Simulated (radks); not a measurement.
Problem. Isoelectronic series with 51 electrons, each ion in its NIST ground configuration. Method: scalar-relativistic Kohn-Sham, LDA (Slater exchange, Perdew-Wang correlation), spin-polarised, spherical densities, finite nucleus; open shells are filled with parallel spins first (spin-orbit coupling, left out, can overturn this in heavy ions); Fermi nuclear charge, rms radius of each element as measured or else 0.836 A^(1/3) + 0.57 fm; computed with a radial shooting solver on a logarithmic mesh with Libxc functionals. Total energies (hartree) and orbital eigenvalues (hartree) (* marks an orbital that is empty in some or all of the ions):

| ion | configuration | E (hartree) | 5p down* | 5p up* | 5s down* | 5s up* | 4d down |
|---|---|---|---|---|---|---|---|
| Sb | [Kr] 4d10 5s2 5p3 | -6475.82886 | -0.14498 | -0.20287 | -0.44200 | -0.49949 | -1.21896 |
| I2+ | [Kr] 4d10 5s2 5p3 | -7109.28520 | -0.86001 | -0.93908 | -1.28744 | -1.36462 | -2.58331 |
| Cs4+ | [Kr] 4d10 5s2 5p3 | -7776.6561 | -1.82446 | -1.91978 | -2.38298 | -2.47580 | -4.30149 |
| La6+ | [Kr] 4d10 5s2 5p3 | -8478.2138 | -2.99979 | -3.10945 | -3.69323 | -3.80003 | -6.32772 |
| Pr8+ | [Kr] 4d10 4f1 5s2 5p2 | -9214.2132 | -4.28897 | -4.39291 | -5.10432 | -5.20846 | -8.35549 |
| Pm10+ | [Kr] 4d10 4f3 5s2 | -9986.1962 | -5.63965 | -5.69656 | -6.56475 | -6.63065 | -10.26667 |
| Eu12+ | [Kr] 4d10 4f3 5s2 | -10794.4571 | -7.33469 | -7.39048 | -8.41519 | -8.47995 | -12.99611 |
| Tb14+ | [Kr] 4d10 4f5 | -11638.7991 | -8.90826 | -9.03322 | -10.12811 | -10.26558 | -15.31455 |
| Ho16+ | [Kr] 4d10 4f5 | -12521.0977 | -10.92904 | -11.05409 | -12.32627 | -12.46393 | -18.51592 |
| Tm18+ | [Kr] 4d10 4f5 | -13440.8900 | -13.13042 | -13.25643 | -14.71837 | -14.85710 | -21.99199 |
| Lu20+ | [Kr] 4d10 4f5 | -14398.6725 | -15.51099 | -15.63865 | -17.30436 | -17.44489 | -25.73830 |
| Re24+ | [Kr] 4d10 4f5 | -16431.2476 | -20.80737 | -20.93987 | -23.06290 | -23.20882 | -34.03122 |
| Ir26+ | [Kr] 4d10 4f5 | -17507.4114 | -23.72307 | -23.85858 | -26.23915 | -26.38847 | -38.57479 |
| Au28+ | [Kr] 4d10 4f5 | -18624.5820 | -26.81755 | -26.95638 | -29.61673 | -29.76986 | -43.38198 |
| Tl30+ | [Kr] 4d10 4f5 | -19783.6385 | -30.09137 | -30.23379 | -33.19867 | -33.35595 | -48.45237 |

Estimate the row of Ta22+ ([Kr] 4d10 4f5).

Solution. E (hartree) -15395.2587; 5p down* -18.07005; 5p up* -18.19990; 5s down* -20.08536; 5s up* -20.22832; 4d down -29.75199.
